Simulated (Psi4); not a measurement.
CH4Cl2GeO (SMILES [CH3][Ge]([OH])([Cl])[Cl]), singlet, geometry from GFN2-xTB; B3LYP/STO-3G (Psi4).

The Psi4 input:
```
memory 2 GB

molecule {
0 1
C     1.96436118   -0.93675863   -0.08525571
Ge    0.11619876   -0.21955228   -0.08609613
O    -0.86938797   -1.43080083   -0.87353037
Cl   -0.10922005    1.59158046   -1.18249378
Cl   -0.69336803    0.08985850    1.85863260
H     1.97972410   -1.87764670    0.45486323
H     2.64142071   -0.23471830    0.39146645
H     2.28021507   -1.10514742   -1.10951953
H    -1.80678614   -1.27431869   -0.97631682
}

set {
  basis sto-3g
}

energy('b3lyp')
print_variables()
```

The log (banner, timings and long lists left out):

```
   => Loading Basis Set <=

    Name: STO-3G
    Role: ORBITAL
    Keyword: BASIS

         ---------------------------------------------------------
                                   SCF
               by Justin Turney, Rob Parrish, Andy Simmonett
                          and Daniel G. A. Smith
                              RKS Reference
         ---------------------------------------------------------

  ==> Geometry <==

    Molecular point group: c1
    Full point group: C1

    Geometry (in Angstrom), charge = 0, multiplicity = 1:

       Center              X                  Y                   Z               Mass
    ------------   -----------------  -----------------  -----------------  -----------------
         C            1.990941307848    -0.959016386393    -0.091141105727    12.000000000000
         GE           0.142778887848    -0.241810036393    -0.091981525727    73.921177761000
         O           -0.842807842152    -1.453058586393    -0.879415765727    15.994914619570
         CL          -0.082639922152     1.569322703607    -1.188379175727    34.968852682000
         CL          -0.666787902152     0.067600743607     1.852747204273    34.968852682000
         H            2.006304227848    -1.899904456393     0.448977834273     1.007825032230
         H            2.668000837848    -0.256976056393     0.385581054273     1.007825032230
         H            2.306795197848    -1.127405176393    -1.115404925727     1.007825032230
         H           -1.780206012152    -1.296576446393    -0.982202215727     1.007825032230

  Running in c1 symmetry.

  Rotational constants: A =      0.07859  B =      0.05942  C =      0.04842 [cm^-1]
  Rotational constants: A =   2355.92379  B =   1781.42402  C =   1451.48811 [MHz]
  Nuclear repulsion =  594.806781287530612

  Charge       = 0
  Multiplicity = 1
  Electrons    = 84
  Nalpha       = 42
  Nbeta        = 42

  ==> Algorithm <==

  SCF Algorithm Type is DF.
  DIIS enabled.
  MOM disabled.
  Fractional occupation disabled.
  Guess Type is SAD.
  Energy threshold   = 1.00e-06
  Density threshold  = 1.00e-06
  Integral threshold = 1.00e-12

  ==> Primary Basis <==

  Basis Set: STO-3G
    Blend: STO-3G
    Number of shells: 28
    Number of basis functions: 50
    Number of Cartesian functions: 51
    Spherical Harmonics?: true
    Max angular momentum: 2

  ==> DFT Potential <==

   => LibXC <=

    Version 7.1.2
    S. Lehtola, C. Steigemann, M. J. T. Oliveira, and M. A. L. Marques,  SoftwareX 7, 1–5 (2018) (10.1016/j.softx.2017.11.002)

   => Composite Functional: B3LYP <=

    B3LYP Hyb-GGA Exchange-Correlation Functional

    P. J. Stephens, F. J. Devlin, C. F. Chabalowski, and M. J. Frisch,  J. Phys. Chem. 98, 11623 (1994) (10.1021/j100096a001)

    Deriv               =              1
    GGA                 =           TRUE
    Meta                =          FALSE

    Exchange Hybrid     =           TRUE
    MP2 Hybrid          =          FALSE

   => Exchange Functionals <=

    0.0800   Slater exchange
    0.7200         Becke 88

   => Exact (HF) Exchange <=

    0.2000               HF

   => Correlation Functionals <=

    0.1900   Vosko, Wilk & Nusair (VWN5_RPA)
    0.8100   Lee, Yang & Parr

   => LibXC Density Thresholds  <==

    XC_HYB_GGA_XC_B3LYP:  1.00E-15

   => Molecular Quadrature <=

    Radial Scheme          =       TREUTLER
    Pruning Scheme         =           NONE
    Nuclear Scheme         =       TREUTLER

    Blocking Scheme        =         OCTREE
    BS radius alpha        =              1
    Pruning alpha          =              1
    Radial Points          =             75
    Spherical Points       =            302
    Total Points           =         188422
    Total Blocks           =           1448
    Max Points             =            256
    Max Functions          =             45
    Weights Tolerance      =       1.00E-15

   => Loading Basis Set <=

    Name: (STO-3G AUX)
    Role: JKFIT
    Keyword: DF_BASIS_SCF

  ==> Integral Setup <==

  SCF_SUBTYPE=INCORE selected. In-core MEM_DF algorithm will be used.
  Using in-core AOs.

  ==> MemDFJK: Density-Fitted J/K Matrices <==

    J tasked:                   Yes
    K tasked:                   Yes
    wK tasked:                   No
    Algorithm:                 Core
    Schwarz Cutoff:           1E-12
    Mask sparsity (%):       8.4800
    Fitting Condition:        1E-10

   => Auxiliary Basis Set <=

  Basis Set: (STO-3G AUX)
    Blend: DEF2-UNIVERSAL-JKFIT
    Number of shells: 210
    Number of basis functions: 746
    Number of Cartesian functions: 943
    Spherical Harmonics?: true
    Max angular momentum: 5

  Minimum eigenvalue in the overlap matrix is 2.3174186480E-01.
  Reciprocal condition number of the overlap matrix is 1.0100361608E-01.
    Using symmetric orthogonalization.

  ==> Pre-Iterations <==

  SCF Guess: Superposition of Atomic Densities via on-the-fly atomic UHF (no occupation information).

   -------------------------
    Irrep   Nso     Nmo
   -------------------------
     A         50      50
   -------------------------
    Total      50      50
   -------------------------

  ==> Iterations <==

                           Total Energy        Delta E     RMS |[F,P]|

   @DF-RKS iter SAD: -3074.90081353461528   -3.07490e+03   0.00000e+00
   @DF-RKS iter   1: -3077.48265384039314   -2.58184e+00   1.23737e-02 DIIS/ADIIS
   @DF-RKS iter   2: -3077.49487921395712   -1.22254e-02   1.23628e-02 DIIS/ADIIS
   @DF-RKS iter   3: -3077.74064079948312   -2.45762e-01   1.23363e-03 DIIS/ADIIS
   @DF-RKS iter   4: -3077.74225555912108   -1.61476e-03   5.78054e-04 DIIS/ADIIS
   @DF-RKS iter   5: -3077.74286188943370   -6.06330e-04   1.20561e-04 DIIS/ADIIS
   @DF-RKS iter   6: -3077.74288929466593   -2.74052e-05   2.84934e-05 DIIS
   @DF-RKS iter   7: -3077.74289070714030   -1.41247e-06   6.83090e-06 DIIS
   @DF-RKS iter   8: -3077.74289080076551   -9.36252e-08   3.74713e-07 DIIS
  Energy and wave function converged.

  ==> Post-Iterations <==

   Electrons on quadrature grid:
      Ntotal   =   84.0000791138 ; deviation = 7.911e-05

    Orbital Energies [Eh]
    ---------------------

    Doubly Occupied:

       1A   -394.221626     2A   -100.413671     3A   -100.413664
       4A    -48.060820     5A    -43.710228     6A    -43.710069
       7A    -43.709344     8A    -18.870418     9A    -10.020484
      10A     -9.220003    11A     -9.219704    12A     -6.997582
      13A     -6.997261    14A     -6.984505    15A     -6.984477
      16A     -6.984337    17A     -6.984265    18A     -5.614235
      19A     -3.842033    20A     -3.840798    21A     -3.837452
      22A     -0.959920    23A     -0.776553    24A     -0.749579
      25A     -0.694433    26A     -0.500238    27A     -0.420931
      28A     -0.409968    29A     -0.397503    30A     -0.349664
      31A     -0.346400    32A     -0.307287    33A     -0.302880
      34A     -0.302237    35A     -0.292571    36A     -0.286529
      37A     -0.256673    38A     -0.248040    39A     -0.241252
      40A     -0.229402    41A     -0.210832    42A     -0.193541

    Virtual:

      43A      0.085612    44A      0.176636    45A      0.202941
      46A      0.256551    47A      0.410404    48A      0.438833
      49A      0.447095    50A      0.462220

    Final Occupation by Irrep:
              A
    DOCC [    42 ]
    NA   [    42 ]
    NB   [    42 ]

  @DF-RKS Final Energy: -3077.74289080076551

   => Energetics <=

    Nuclear Repulsion Energy =            594.8067812875306117
    One-Electron Energy =               -5480.5410665351073476
    Two-Electron Energy =                1930.1587959387707087
    DFT Exchange-Correlation Energy =    -122.1674014919594384
    Empirical Dispersion Energy =           0.0000000000000000
    VV10 Nonlocal Energy =                  0.0000000000000000
    Total Energy =                      -3077.7428908007655082

Computation Completed

Properties will be evaluated at   0.000000,   0.000000,   0.000000 [a0]

Properties computed using the SCF density matrix

 Multipole Moments:

 ------------------------------------------------------------------------------------
     Multipole            Electronic (a.u.)      Nuclear  (a.u.)        Total (a.u.)
 ------------------------------------------------------------------------------------

 L = 1.  Multiply by 2.5417464519 to convert [e a0] to [Debye]
 Dipole X            :         -3.9172074            4.2192496            0.3020423
 Dipole Y            :          2.7687021           -3.5331297           -0.7644276
 Dipole Z            :          0.6147696           -0.9342302           -0.3194607
 Magnitude           :                                                    0.8818357

 ------------------------------------------------------------------------------------

  Variable Map:
  ----------------------------------------------------------------------------
  "CURRENT ENERGY"              =>   -3077.742890800766
  "CURRENT REFERENCE ENERGY"    =>   -3077.742890800766
  "DD SOLVATION ENERGY"         =>       0.000000000000
  "DFT FUNCTIONAL TOTAL ENERGY" =>   -3077.742890800766
  "DFT TOTAL ENERGY"            =>   -3077.742890800766
  "DFT VV10 ENERGY"             =>       0.000000000000
  "DFT XC ENERGY"               =>    -122.167401491959
  "GRID ELECTRONS ALPHA"        =>      42.000039556881
  "GRID ELECTRONS BETA"         =>      42.000039556881
  "GRID ELECTRONS TOTAL"        =>      84.000079113763
  "NUCLEAR REPULSION ENERGY"    =>     594.806781287531
  "ONE-ELECTRON ENERGY"         =>   -5480.541066535107
  "PCM POLARIZATION ENERGY"     =>       0.000000000000
  "PE ENERGY"                   =>       0.000000000000
  "SCF ITERATION ENERGY"        =>   -3077.742890800766
  "SCF ITERATIONS"              =>       8.000000000000
  "SCF TOTAL ENERGY"            =>   -3077.742890800766
  "TWO-ELECTRON ENERGY"         =>    1930.158795938771
  "XC GRID RADIAL POINTS"       =>      75.000000000000
  "XC GRID SPHERICAL POINTS"    =>     302.000000000000
  "XC GRID TOTAL POINTS"        =>  188422.000000000000

  Array Variable Map:
  ----------------------------------------------------------------------------
  "CURRENT DIPOLE"              =>       0.302042283211 ... -0.319460668622 1 by 3
  "SCF DIPOLE"                  =>       0.302042283211 ... -0.319460668622 1 by 3
  "SCF TOTAL ENERGIES"          =>   -3074.900813534615 ... -3077.742890800766 1 by 9
```
